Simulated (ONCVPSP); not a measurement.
## How hard is this He (Z = 2) ONCV potential?

- Element: helium (He)
- Generator: ONCVPSP 4.0.1
- Type: optimised norm-conserving Vanderbilt (ONCV)
- Functional: LDA (Perdew-Wang 92)
- Relativity: fully relativistic
- Frozen core: none
- Valence charge: 2
- Reference configuration: 1s2
- Partial waves: 1s: rc 0.75 bohr, ncon 4, nbas 8, qcut 7.4 1/bohr, 1 projector; p scattering state at 0.05 Ha: rc 0.80 bohr, ncon 5, nbas 9, qcut 8.9 1/bohr, 2 projectors, debl 3.9 Ha
- Local potential: polynomial inside 0.75 bohr (lpopt 5, dvloc0 -1 Ha)
- Core correction: none

Open shells are filled in proportion to 2j + 1.

Question: For each optimised wave give the share of its norm inside rc, the residual kinetic energy above qcut (Ha) and the cutoffs (Ha) for errors of 10, 1, 0.1 and 0.01 mHa per electron.

Answer:

```tsv
wave	norm inside rc	residual KE	10 mHa	1 mHa	0.1 mHa	0.01 mHa
1s	0.442	9.8e-03	27.2	160.7	301.4	379.7
p projector 1 j=3/2	0.000	1.6e-07	0.1	0.8	3.3	11.2
p projector 2 j=3/2	0.106	2.2e-04	12.3	29.7	44.8	99.5
p projector 1 j=1/2	0.000	1.6e-07	0.1	0.8	3.3	11.2
p projector 2 j=1/2	0.106	2.2e-04	12.3	29.7	44.8	99.6
```

The occupied waves need 161 Ha and 301 Ha for 1 and 0.1 mHa. Rows with under 1 % of the norm inside rc give no meaningful cutoff.
